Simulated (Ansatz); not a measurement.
`S[SiH2]BCl` + H₂S → `S[SiH2]S` + `BCl`  (cleavage of the Si–B bond)

Computed with Ansatz on PBE0-D4/def2-TZVP structures; ΔE is electronic, products minus reactants. CCSD(T)/CBS adds triple-zeta CCSD(T) − MP2 to the extrapolated MP2 energy (def2 sets, frozen cores). This one scheme is used for every species. Functionals use def2-TZVPP. B3LYP here is the variant with VWN-RPA as its local correlation; programs differ in this. HSE06 is defined as in plane-wave codes. One conformer a species, not always the lowest.

Question: Is it downhill or uphill in electronic energy at CCSD(T)/CBS, and by how much? (Estimate.)

Answer: Ansatz gave: Downhill: ΔE = -75.9 kJ/mol.

Question: What do these levels give: LDA (SPW92), B3LYP-D4, r2SCANh-D4, B2PLYP, B3LYP, HSE06, CAM-B3LYP, SCS-MP2/def2-TZVPP, CCSD/def2-TZVPP, CCSD(T)/def2-TZVPP, HF/def2-QZVPP, HF/CBS(def2)? (An estimate is asked.)

Answer: Ansatz gave: LDA (SPW92) -64.0, B3LYP-D4 -73.2, r2SCANh-D4 -75.3, B2PLYP -77.9, B3LYP -74.7, HSE06 -72.6, CAM-B3LYP -76.0, SCS-MP2/def2-TZVPP -81.1, CCSD/def2-TZVPP -74.3, CCSD(T)/def2-TZVPP -73.5, HF/def2-QZVPP -85.6, HF/CBS(def2) -85.7 kJ/mol.

Largest T1 diagnostic among the species: 0.013.

From PBE to PBE0 (25 % exact exchange), in def2-TZVPP and without D4, ΔE moves by −5.2 kJ/mol. Leaving LDA and LC-ωPBE aside and taking each functional with its dispersion term where it has one, the values, not all of them listed here, spread over 12.2 kJ/mol, from BHLYP-D4 to PBE-D4. LDA lies +3.5 kJ/mol from PBE without D4.
